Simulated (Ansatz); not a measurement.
`NCBF` + NH₃ → `NBF` + CH₃NH₂ at 500 K and 1 bar (ligand exchange at a B–C bond).

Calculated with Ansatz (gas phase, PBE0-D4/def2-TZVP geometries, no zero-point term in ΔE). CBS: MP2 limit from def2 TZ/QZ plus the TZ coupled-cluster correction, frozen cores. This one scheme is used for every species. Each species was taken in one conformer, which may not be the lowest.

```
species  CCSD(T)/CBS energy (Eh)  H − E (kJ/mol)  S (J/(mol·K))
 `NCBF`               -220.39333           217.9          344.6
    NH₃                -56.50880           108.2          211.8
  `NBF`               -181.19761           137.2          290.8
 CH₃NH₂                -95.75281           191.8          270.3
```

H − E and S are ideal-gas, rigid-rotor, harmonic terms from PBE0-D4/def2-TZVP, for one conformer and one mirror image of each species. 1 Eh = 2625.50 kJ/mol, R = 8.31446 J/(mol·K).

Question: By hand: ΔE, ΔH, ΔS and ΔG.

Answer: ΔE = (-181.19761) + (-95.75281) − (-220.39333) − (-56.50880) = -0.04829 Eh = -126.8 kJ/mol. Δ(H − E) = 137.2 + 191.8 − 217.9 − 108.2 = 2.9, so ΔH = -123.9 kJ/mol. ΔS = 290.8 + 270.3 − 344.6 − 211.8 = 4.7 J/(mol·K). ΔG = -123.9 − 500 × (4.7)/1000 = -126.2 kJ/mol.

Question: By hand: the equilibrium constant, and the temperature at which ΔG would vanish if ΔH and ΔS stayed fixed.

Answer: log₁₀ K = −ΔG/(RT ln 10) = 13.2. ΔH and −TΔS have one sign here, so there is no such temperature. One of them is within its doubt of zero, so this could turn.

The number of gas molecules stays the same, so ΔS is small and ΔH decides. A doubt of 5 kJ/mol in ΔE shifts log₁₀ K by 0.5 here. Other conformers and mirror images would add mixing entropy, several J/(mol·K) or more a flexible species. These are equilibria of isolated gas molecules and say nothing of rates. Largest T1 diagnostic: 0.012 (customary marks: 0.02 for closed shells, 0.045 for open ones).
